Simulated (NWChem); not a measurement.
Species: C$_{2}$BrClF$_{2}$; SMILES F/C(Cl)=C(\F)Br

This build's default masses of Se (78.918 u) and Br (79.917 u) are each other's, which moves their modes by up to 0.6 %.

Task: Give the equilibrium geometry at PBE0/def2-SVP (NWChem) as an XYZ file, with the point group.

Result: point group Cs; any orientation.
```
6

F      1.0800    -2.2728     0.0000
C      0.2590    -1.2417     0.0000
Cl    -1.3933    -1.6455     0.0000
C      0.7478     0.0064     0.0000
F      2.0525     0.1997     0.0000
Br    -0.2810     1.5529     0.0000
```
